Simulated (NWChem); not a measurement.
System: CH6F2Si2; SMILES F[SiH2][C@H](F)[SiH3]

The following NWChem deck was run.

```
start job
memory heap 200 mb stack 900 mb global 1100 mb
geometry units angstroms noautoz
  F     -0.951540     1.687542    -0.722829
  Si     0.168977     1.379342     0.417187
  C      0.659577    -0.440640     0.332051
  F      1.603777    -0.633110    -0.680022
  Si    -0.782261    -1.654855     0.033481
  H     -0.449931     1.654021     1.743976
  H      1.349369     2.244495     0.156091
  H      1.129506    -0.698678     1.302707
  H     -0.267873    -3.052462     0.118566
  H     -1.810934    -1.429272     1.094108
  H     -1.373293    -1.417331    -1.312067
end
basis spherical
  F library def2-svp
  Si library def2-svp
  C library def2-svp
  H library def2-svp
end
dft
  xc bhlyp
  iterations 150
  mulliken
end
task dft energy
```

The geometry was optimised at PBE0/def2-SVP.

### Question
What results follow from this input? (BHandHLYP/def2-SVP.) Quantities: energy (Ha); highest occupied level (eV); orbital gap (eV); dipole (D).

### Answer
The energy (Ha) comes out as -819.95 and the highest occupied level (eV) comes out as -9.78. The orbital gap (eV) is 11.13. The dipole (D) is 2.20.
